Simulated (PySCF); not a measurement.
**Electron correlation in F (fluorine, neutral)**

[He] 2s2 2p5, 2P determinant. All numbers are calculated (PySCF 2.14, scalar relativity by spin-free X2C-1e, in x2c-TZVPall). Frozen: 1s2; 7 electrons correlated.

MP2 pair energies summed by pair of shells (mhartree):

```
 pair   energy  share (%)
2p-2p  -121.97       61.6
2s-2p   -66.10       33.4
2s-2s    -9.92        5.0
```

Total MP2 correlation energy: -197.99 mhartree.

Same-spin part -47.94 and opposite-spin part -150.05 mhartree; SCS-MP2 scales them by 1/3 and 6/5 to -196.04 mhartree.

| level | correlation energy (mhartree) |
| --- | --- |
| CCSD | -210.00 |
| (T) | -3.44 |
| CCSD(T) | -213.44 |

Diagnostics: T1 = 0.0062, D1 = 0.0108, largest double amplitude 0.036.

**Question.** Is a single reference adequate?

**Answer.** Yes: T1 lies below 0.03 and no double amplitude reaches 0.07.
